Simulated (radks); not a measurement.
Task: These are the eigenvalues of the occupied orbitals of an atom or ion with whole-number occupations (hartree). Calculated with a radial shooting solver on a logarithmic mesh with Libxc functionals: scalar-relativistic Kohn-Sham, PBE, spin-polarised, spherical densities, finite nucleus; Fermi nuclear charge, rms radius of each element as measured or else 0.836 A^(1/3) + 0.57 fm.

orbital  eigenvalue
1s        -3064.072
2s        -618.7662
2p        -548.2122
3s        -214.0670
3p        -193.4459
3d        -172.2745
4s        -104.9762

Which element is it, and in what charge state? The configuration may be excited. Open shells, if any, are filled with parallel spins first.

Result: Z = 79, gold, charge +49: Au49+ in [Ar] 3d10 4s2. The list shows which subshells hold electrons but not how many an open one holds; the 1s level, -3064.1 hartree, gives Z - s = 78.3 by -(Z - s)^2/2, which with screening and relativity narrows Z to a few neighbours, and the depths of the outer levels then fix element, charge and occupations together.
